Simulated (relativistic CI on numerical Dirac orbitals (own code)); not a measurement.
**Level scheme of Pd XIV**

Calculated at this level of theory: Dirac-Coulomb-Breit CI, KLI orbitals optimised for each configuration, model QED (radiative potential, 1s self-energy scaled to tabulated hydrogen-like ionisation energies), unscaled Slater integrals (own radial code, finite nucleus).

Configurations in the expansion (outside the closed core [Ar] 3d10): 4s2.4p3, 4s.4p4, 4p5, 4s2.4p2.4d, 4s.4p3.4d, 4s2.4p2.4f, 4s.4p3.4f, 4p4.4d, 4s.4p2.4d2, 4s2.4p2.5s, 4s2.4p.4d.4f, 4s2.4p2.5p, 4p4.4f, 4p4.5s, 4s.4p3.5s, 4s2.4p2.5d, 4s.4p2.4d.5s, 4s.4p3.5p, 4s2.4p.4f.5s, 4s2.4p2.5f, 4p3.4d.4f, 4s2.4p2.6s, 4s2.4p2.5g, 4s2.4p2.6p, 4s.4p3.5d, 4s.4p2.4f2, 4s2.4p2.6d, 4s2.4p.4d2, 4s2.4d3, 4s.4p.4d3, 4s2.4d2.4f, 4s.4p.4d2.4f, 4s2.4d2.5s, 4p3.4d2, 4p2.4d3, 4p2.4d2.4f, 4p2.4d2.5s, 4s2.4p.4f2, 4s2.4d.4f2, 4s.4p.4d.4f2, 4s2.4f3, 4s.4p.4f3, 4s2.4f2.5s, 4s2.4p.4d.5s, 4s.4p.4d2.5s, 4s2.4d.4f.5s, 4s.4p.4d.4f.5s, 4s2.4d.5s2, 4p3.4f2, 4p2.4d.4f2, 4p2.4f3, 4p2.4f2.5s, 4s.4p2.4d.4f, 4s2.4p.5s2, 4s.4p.4d.5s2, 4s2.4f.5s2, 4s.4p.4f.5s2, 4p3.4d.5s, 4p2.4d.4f.5s, 4p2.4d.5s2, 4s.4p2.4f.5s, 4s.4p.4f2.5s. Double excitations out of closed p, d and f shells are left out; levels of such configurations are missing from the list, as are those of other unlisted configurations, and high levels can miss mixing partners. These lack a partner that the ground configuration has and come out too high: 4s2.4p2.5p, 4s2.4p2.5d, 4s.4p3.5p, 4s2.4p2.5f, 4s2.4p2.6s.

The lowest level is 4s2.4p3 4S°_3/2, with 68 % of that term; Hund's rules for 4s2.4p3 give 4S° with J = 3/2, in agreement.

```
No.  Configuration  Term    J  E (cm⁻¹)   %  Next component (%)    jj configuration (%)
  1        4s2.4p3   4S°  3/2         0  68              21 2P°              4p3/2 (75)
  2        4s2.4p3   2D°  3/2     40574  64              23 4S°      4p1/2 4p3/2^2 (79)
  3        4s2.4p3   2D°  5/2     55611  97     2 4s.4p3.4d 2D°      4p1/2 4p3/2^2 (97)
  4        4s2.4p3   2P°  1/2     81117  97    1 4s2.4p.4d2 2P°      4p1/2 4p3/2^2 (97)
  5        4s2.4p3   2P°  3/2    114081  65              25 2D°            4p3/2^3 (92)
  6         4s.4p4    4P  5/2    303097  86                7 2D         4s 4p3/2^2 (81)
  7         4s.4p4    4P  3/2    330816  84     6 4s2.4p2.4d 4P   4s 4p1/2 4p3/2^3 (62)
  8         4s.4p4    4P  1/2    336887  80               11 2S         4s 4p3/2^2 (49)
  9         4s.4p4    2D  3/2    376755  70    12 4s2.4p2.4d 2D   4s 4p1/2 4p3/2^3 (49)
 10         4s.4p4    2D  5/2    387849  78    13 4s2.4p2.4d 2D   4s 4p1/2 4p3/2^3 (76)
 11         4s.4p4    2S  1/2    427869  47               28 2P         4s 4p3/2^2 (37)
 12         4s.4p4    2P  3/2    434976  55    29 4s2.4p2.4d 2P   4s 4p1/2 4p3/2^3 (53)
 13     4s2.4p2.4d    4F  3/2    468256  74               10 2D      4p1/2^2 4d3/2 (67)
 14         4s.4p4    2P  1/2    476945  33               28 2S         4s 4p3/2^4 (50)
 15     4s2.4p2.4d    4F  5/2    480378  61               24 4D      4p1/2^2 4d5/2 (55)
 16     4s2.4p2.4d    2F  5/2    497756  66               21 4F  4p1/2 4p3/2 4d3/2 (83)
 17     4s2.4p2.4d    4F  7/2    501562  80               14 4D  4p1/2 4p3/2 4d5/2 (74)
 18     4s2.4p2.4d    4D  1/2    506454  87         8 4s.4p4 2P  4p1/2 4p3/2 4d3/2 (74)
 19     4s2.4p2.4d    4D  3/2    508159  72               15 4F  4p1/2 4p3/2 4d3/2 (64)
 20     4s2.4p2.4d    2F  7/2    508670  50               37 4D  4p1/2 4p3/2 4d3/2 (47)
 21     4s2.4p2.4d    4F  9/2    517253  77               21 2G  4p1/2 4p3/2 4d5/2 (77)
 22     4s2.4p2.4d    4D  5/2    523322  52               26 2F  4p1/2 4p3/2 4d5/2 (64)
 23     4s2.4p2.4d    2P  3/2    544041  54        23 4s.4p4 2P  4p1/2 4p3/2 4d5/2 (55)
 24     4s2.4p2.4d    2G  7/2    548277  37               32 4D      4p3/2^2 4d5/2 (36)
 25     4s2.4p2.4d    2G  7/2    562620  47               36 2F      4p3/2^2 4d5/2 (62)
 26     4s2.4p2.4d    4P  5/2    567591  71               13 2D  4p1/2 4p3/2 4d5/2 (47)
 27     4s2.4p2.4d    4P  3/2    572017  43               25 2D  4p1/2 4p3/2 4d3/2 (37)
 28     4s2.4p2.4d    2P  1/2    572428  37               33 4P  4p1/2 4p3/2 4d3/2 (58)
 29     4s2.4p2.4d    2G  9/2    573096  76               21 4F      4p3/2^2 4d5/2 (77)
 30     4s2.4p2.4d    2D  3/2    583002  59               28 4P  4p1/2 4p3/2 4d5/2 (34)
```

Energies count from the lowest computed level; ° marks odd parity. Filled j subshells are mostly left out of the jj labels.

The mean weight of the leading LS term, summed over parents, in these 30 levels is 65 %, and that of the leading jj configuration (from the same eigenvectors) 64 %.

At this charge energies of transitions that change n are usually good to better than 1 %, and those within a shell (Δn = 0) to a few per cent.

LS names give the leading component of a level, which can be under half, so a name can repeat, a term be missing and a line seem to break the LS rules.
